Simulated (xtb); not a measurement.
C₂H₂N₃, doublet, from a rough starting geometry; GFN2-xTB (xtb).

The xtb input:
```
$ xtb mol.xyz --gfn 2 --uhf 1 --opt vtight --json

# file mol.xyz
7

C      1.07619978     0.12102955    -0.23666937
N      0.09585327     1.02574892     0.10432645
C     -1.04145787     0.20387644     0.24075920
N     -0.70607011    -1.06584338    -0.00820137
N      0.62240417    -1.11061136    -0.25242795
H      2.09256094     0.34454395    -0.33745718
H     -2.01436774     0.55633229     0.39651476
```

The log (banner, timings and long lists left out):

```
   ID    Z sym.   atoms
    1    6 C      1, 3
    2    7 N      2, 4, 5
    3    1 H      6, 7

           -------------------------------------------------
          |                Calculation Setup                |
           -------------------------------------------------

           -------------------------------------------------
          |                 G F N 2 - x T B                 |
           -------------------------------------------------

          ...................................................
          :                      SETUP                      :
          :.................................................:
          :  # basis functions                  22          :
          :  # atomic orbitals                  22          :
          :  # shells                           12          :
          :  # electrons                        25          :
          :  max. iterations                   250          :
          :  Hamiltonian                  GFN2-xTB          :
          :  restarted?                      false          :
          :  GBSA solvation                  false          :
          :  PC potential                    false          :
          :  electronic temp.          300.0000000     K    :
          :  accuracy                    1.0000000          :
          :  -> integral cutoff          0.2500000E+02      :
          :  -> integral neglect         0.1000000E-07      :
          :  -> SCF convergence          0.1000000E-05 Eh   :
          :  -> wf. convergence          0.1000000E-03 e    :
          :  Broyden damping             0.4000000          :
          :  net charge                          0          :
          :  unpaired electrons                  1          :
          ...................................................

 iter      E             dE          RMSdq      gap      omega  full diag
   1    -14.0602930 -0.140603E+02  0.423E+00    4.70       0.0  T
   2    -14.0582232  0.206984E-02  0.407E+00    5.24       1.0  T
   3    -14.0637886 -0.556547E-02  0.328E+00    4.77       1.0  T
   4    -14.0774040 -0.136154E-01  0.237E+00    4.86       1.0  T
   5    -14.0778569 -0.452916E-03  0.237E+00    4.84       1.0  T
   6    -14.1118862 -0.340293E-01  0.472E-01    4.99       1.0  T
   7    -14.1110878  0.798470E-03  0.582E-01    4.97       1.0  T
   8    -14.1131714 -0.208364E-02  0.142E-01    4.99       1.0  T
   9    -14.1129197  0.251661E-03  0.226E-01    4.98       1.0  T
  10    -14.1132883 -0.368595E-03  0.376E-02    4.98       1.0  T
  11    -14.1132982 -0.982043E-05  0.929E-03    4.98       4.1  T
  12    -14.1132987 -0.555896E-06  0.326E-03    4.98      11.6  T
  13    -14.1132988 -0.548223E-07  0.174E-03    4.98      21.7  T
  14    -14.1132988 -0.202362E-07  0.111E-04    4.98     341.8  T
  15    -14.1132988  0.654055E-10  0.138E-04    4.98     273.0  T

   *** convergence criteria satisfied after 15 iterations ***

         :::::::::::::::::::::::::::::::::::::::::::::::::::::
         ::                     SUMMARY                     ::
         :::::::::::::::::::::::::::::::::::::::::::::::::::::
         :: total energy             -13.963168471208 Eh    ::
         :: gradient norm              0.117732148194 Eh/a0 ::
         :: HOMO-LUMO gap              4.984190975849 eV    ::
         ::.................................................::
         :: SCC energy               -14.113298630823 Eh    ::
         :: -> isotropic ES            0.010002108264 Eh    ::
         :: -> anisotropic ES          0.001878271738 Eh    ::
         :: -> anisotropic XC          0.010499165933 Eh    ::
         :: -> dispersion             -0.003710069778 Eh    ::
         :: repulsion energy           0.150130159615 Eh    ::
         :: add. restraining           0.000000000000 Eh    ::
         :: total charge               0.000000000000 e     ::
         :::::::::::::::::::::::::::::::::::::::::::::::::::::

[...]
 * total energy  :   -13.9631685 Eh     change       -0.1406946E-09 Eh
 * total energy  :   -13.9717098 Eh     change       -0.8541283E-02 Eh
 * total energy  :   -13.9727501 Eh     change       -0.1040375E-02 Eh
 * total energy  :   -13.9728851 Eh     change       -0.1349729E-03 Eh
 * total energy  :   -13.9729355 Eh     change       -0.5043949E-04 Eh
 * total energy  :   -13.9729408 Eh     change       -0.5210544E-05 Eh
 * total energy  :   -13.9729422 Eh     change       -0.1479014E-05 Eh
 * total energy  :   -13.9729427 Eh     change       -0.4893069E-06 Eh
 * total energy  :   -13.9729428 Eh     change       -0.1195094E-06 Eh
 * total energy  :   -13.9729429 Eh     change       -0.3141833E-07 Eh
   *** GEOMETRY OPTIMIZATION CONVERGED AFTER 10 ITERATIONS ***
         :: total energy             -13.972942871489 Eh    ::
[...]
         3        2.0000           -0.6598940             -17.9566
         4        2.0000           -0.6119806             -16.6528
         5        2.0000           -0.6017718             -16.3750
         6        2.0000           -0.5752206             -15.6525
         7        2.0000           -0.5566754             -15.1479
         8        2.0000           -0.5104379             -13.8897
         9        2.0000           -0.4777006             -12.9989
        10        2.0000           -0.4701409             -12.7932
        11        2.0000           -0.4429248             -12.0526
        12        1.6190           -0.4283336             -11.6556
        13        1.3810           -0.4274114             -11.6305 (HOMO)
        14                         -0.2343014              -6.3757 (LUMO)
        15                         -0.2215956              -6.0299
        16                          0.0990070               2.6941
        17                          0.1025543               2.7906
        18                          0.2063883               5.6161
        19                          0.2136324               5.8132
        20                          0.3950731              10.7505
        21                          0.4401466              11.9770
        22                          0.4566228              12.4253
      -------------------------------------------------------------
                  HL-Gap            0.1931100 Eh            5.2548 eV
             Fermi-level           -0.3793644 Eh          -10.3230 eV

     #   Z          covCN         q      C6AA      α(0)
     1   6 C        3.162     0.107    25.337     8.228
     2   7 N        1.944    -0.188    25.879     7.543
     3   6 C        3.162     0.107    25.337     8.228
     4   7 N        2.112    -0.080    23.358     7.170
     5   7 N        2.112    -0.080    23.356     7.170
     6   1 H        0.927     0.067     2.120     2.277
     7   1 H        0.927     0.067     2.120     2.277

 Mol. C6AA /au·bohr⁶  :        767.392907
 Mol. C8AA /au·bohr⁸  :      17800.398779
 Mol. α(0) /au        :         42.893564

Wiberg/Mayer (AO) data.
largest (>0.10) Wiberg bond orders for each atom

 ---------------------------------------------------------------------------
     #   Z sym  total        # sym  WBO       # sym  WBO       # sym  WBO
 ---------------------------------------------------------------------------
     1   6 C    3.915 --     5 N    1.447     2 N    1.362     6 H    0.963
     2   7 N    2.916 --     1 C    1.362     3 C    1.362
     3   6 C    3.915 --     4 N    1.447     2 N    1.362     7 H    0.963
     4   7 N    3.029 --     3 C    1.447     5 N    1.381
     5   7 N    3.029 --     1 C    1.447     4 N    1.381
     6   1 H    0.995 --     1 C    0.963
     7   1 H    0.995 --     3 C    0.963
 ---------------------------------------------------------------------------

Topologies differ in total number of bonds
Writing topology from bond orders to xtbtopo.mol

molecular dipole:
                 x           y           z       tot (Debye)
 q only:        0.011       0.164       0.017
   full:        0.017       0.262       0.028       0.671
molecular quadrupole (traceless):
                xx          xy          yy          xz          yz          zz
 q only:        3.128      -0.284      -2.495      -0.741      -0.160      -0.634
  q+dip:        4.495      -0.449      -4.065      -0.977      -0.341      -0.430
   full:        3.997      -0.481      -4.569      -0.694      -0.522       0.572

optimized geometry written to: xtbopt.xyz

           -------------------------------------------------
          | TOTAL ENERGY              -13.972942871489 Eh   |
          | GRADIENT NORM               0.000043648458 Eh/α |
          | HOMO-LUMO GAP               5.254791417684 eV   |
           -------------------------------------------------

normal termination of xtb
```
